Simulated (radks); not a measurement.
The numbers below are computed, except where a source is named.
Species: neutral barium. Configuration: [Kr] 4d10 5s2 5p5.5 6s2 6p0.5 (fractional occupations, a model configuration). Code: a radial shooting solver on a logarithmic mesh with Libxc functionals. Model: Dirac Kohn-Sham, LDA (Slater exchange, Perdew-Wang correlation), spin-unpolarised, spherical densities, finite nucleus; open shells fill j = l - 1/2 first; Fermi nuclear charge, rms radius 4.8378 fm.

Unscreened Slater integrals over Kohn-Sham orbitals (eV). Large and small components are both included. Empty in this configuration: 6p3/2.

| integral | value |
|---|---|
| F0(6p1/2,6p1/2) | 4.2840 |
| F0(6p1/2,6s1/2) | 4.7534 |
| G1(6p1/2,6s1/2) | 2.9631 |
| F0(6p1/2,5p3/2) | 5.4564 |
| G2(6p1/2,5p3/2) | 0.27745 |
| F0(6p1/2,5p1/2) | 5.4758 |
| G0(6p1/2,5p1/2) | 0.20566 |
| F0(6p1/2,6p3/2) | 4.1889 |
| G2(6p1/2,6p3/2) | 2.2501 |
| F0(6s1/2,6s1/2) | 5.4901 |
| F0(6s1/2,5p3/2) | 6.8198 |
| G1(6s1/2,5p3/2) | 0.55128 |
| F0(6s1/2,5p1/2) | 6.8534 |
| G1(6s1/2,5p1/2) | 0.48294 |
| F0(6s1/2,6p3/2) | 4.6142 |
| G1(6s1/2,6p3/2) | 2.7163 |
| F0(5p3/2,5p3/2) | 12.763 |
| F2(5p3/2,5p3/2) | 6.8622 |
| F0(5p3/2,5p1/2) | 13.039 |
| G2(5p3/2,5p1/2) | 6.9722 |
| F0(5p3/2,6p3/2) | 5.2403 |
| F2(5p3/2,6p3/2) | 1.0924 |
| G0(5p3/2,6p3/2) | 0.19865 |
| G2(5p3/2,6p3/2) | 0.26382 |
| F0(5p1/2,5p1/2) | 13.341 |
| F0(5p1/2,6p3/2) | 5.2582 |
| G2(5p1/2,6p3/2) | 0.26560 |
| F0(6p3/2,6p3/2) | 4.1016 |
| F2(6p3/2,6p3/2) | 2.2147 |
